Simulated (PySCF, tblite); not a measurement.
Species: C4H4O2S.
Atom-mapped SMILES: `[O:1]=[S:2]1(=[O:3])[CH:4]=[CH:5][CH:6]=[CH:7]1` (hydrogens: H8 on C4; H9 on C5; H10 on C6; H11 on C7)

Computed with GFN2-xTB (tblite), gas phase: Langevin dynamics at 300 K from the optimised GFN2-xTB geometry, time step 0.5 fs, friction 0.01 fs⁻¹, 2000 steps. Over the second half of the run the saved frames average 341 K.

Frame at 250 fs, instantaneous temperature 296 K:
```
atom  x, y, z in Å
O1      2.220   -0.731    0.845
S2      1.106   -0.599   -0.097
O3      1.436   -0.967   -1.449
C4      0.270    0.980   -0.085
C5     -0.941    0.733    0.418
C6     -1.232   -0.672    0.817
C7     -0.298   -1.557    0.556
H8      0.683    1.944   -0.424
H9     -1.585    1.534    0.740
H10    -2.115   -0.994    1.264
H11    -0.245   -2.653    0.620
```

Frame at 425 fs, instantaneous temperature 240 K:
```
atom  x, y, z in Å
O1      2.487   -1.271    0.521
S2      1.251   -0.899   -0.070
O3      1.180   -0.835   -1.551
C4      0.478    0.681    0.513
C5     -0.604    0.381    1.229
C6     -0.836   -1.086    1.321
C7     -0.050   -1.847    0.615
H8      0.881    1.652    0.400
H9     -1.343    1.144    1.427
H10    -1.708   -1.359    1.928
H11    -0.074   -2.911    0.579
```

Frame at 625 fs, instantaneous temperature 513 K:
```
atom  x, y, z in Å
O1      2.887   -1.099    0.448
S2      1.512   -1.062    0.064
O3      1.199   -1.700   -1.163
C4      0.734    0.577    0.172
C5     -0.185    0.507    1.112
C6     -0.294   -0.786    1.857
C7      0.531   -1.721    1.454
H8      0.952    1.192   -0.645
H9     -0.770    1.295    1.425
H10    -1.066   -0.888    2.624
H11     0.698   -2.697    1.805
```

Frame at 800 fs, instantaneous temperature 362 K:
```
atom  x, y, z in Å
O1      2.530   -0.853    0.386
S2      1.162   -0.946   -0.001
O3      0.861   -2.025   -0.884
C4      0.508    0.573   -0.592
C5     -0.323    1.096    0.361
C6     -0.386    0.225    1.548
C7      0.226   -0.940    1.532
H8      0.781    0.976   -1.509
H9     -0.900    1.979    0.277
H10    -0.969    0.574    2.417
H11     0.449   -1.690    2.240
```

Frame at 1000 fs, instantaneous temperature 293 K:
```
atom  x, y, z in Å
O1      2.242   -1.267   -0.078
S2      0.862   -1.028   -0.164
O3      0.001   -1.981   -0.777
C4      0.665    0.634   -0.914
C5     -0.015    1.430   -0.091
C6     -0.400    0.760    1.233
C7      0.065   -0.426    1.330
H8      0.961    0.890   -1.860
H9     -0.231    2.547   -0.148
H10    -0.969    1.365    1.921
H11    -0.051   -1.159    2.099
```

**Question.** What do single points at PBE0/pcSseg-1 (PySCF, gas phase) give on these frames?

**Answer.** 
| t (fs) | GFN2-xTB E above start (eV) | DFT E above lowest frame (eV) | HOMO (eV) | LUMO (eV) | dipole (D) |
| --- | --- | --- | --- | --- | --- |
| 250 | 0.31 | 0.00 | -7.93 | -2.61 | 5.22 |
| 425 | 0.36 | 0.04 | -7.90 | -2.51 | 5.00 |
| 625 | 0.22 | 0.04 | -7.96 | -2.46 | 4.86 |
| 800 | 0.24 | 0.04 | -7.81 | -2.70 | 4.96 |
| 1000 | 0.41 | 0.22 | -7.87 | -2.21 | 4.48 |

The two levels order the frames alike by energy but for pairs within 0.08 eV at one level; measured from each level's lowest frame they differ by 0.10 eV at most. The HOMO–LUMO gap runs from 5.11 to 5.66 eV. These are instantaneous structures, not minima.

**Question.** And the isotropic GIAO shieldings (ppm) from the same runs?

**Answer.** 
| atom | 250 fs | 425 fs | 625 fs | 800 fs | 1000 fs | mean | range |
| --- | --- | --- | --- | --- | --- | --- | --- |
| O1 | 134.4 | 150.0 | 147.5 | 186.3 | 157.3 | 155.1 | 51.9 |
| S2 | 136.9 | 150.9 | 150.2 | 171.5 | 170.1 | 155.9 | 34.6 |
| O3 | 145.9 | 134.5 | 155.8 | 160.2 | 148.6 | 149.0 | 25.7 |
| C4 | 43.8 | 30.7 | 47.2 | 41.7 | 42.1 | 41.1 | 16.5 |
| C5 | 48.7 | 49.7 | 54.8 | 43.9 | 45.9 | 48.6 | 10.9 |
| C6 | 57.7 | 52.0 | 56.8 | 55.2 | 57.4 | 55.8 | 5.7 |
| C7 | 37.5 | 58.2 | 41.5 | 45.3 | 53.9 | 47.3 | 20.7 |
| H8 | 24.0 | 24.8 | 25.7 | 25.5 | 25.7 | 25.1 | 1.7 |
| H9 | 25.0 | 24.7 | 25.9 | 24.7 | 24.0 | 24.9 | 1.9 |
| H10 | 25.7 | 24.8 | 24.9 | 25.0 | 25.0 | 25.1 | 0.9 |
| H11 | 24.1 | 25.6 | 25.4 | 25.2 | 26.1 | 25.3 | 2.0 |

The cost below is that of the whole dynamics run. The run took 7.0 s of wall time on Intel Xeon 6975P-C, one thread, shared host, and the process peaked at 0.18 GiB of memory.
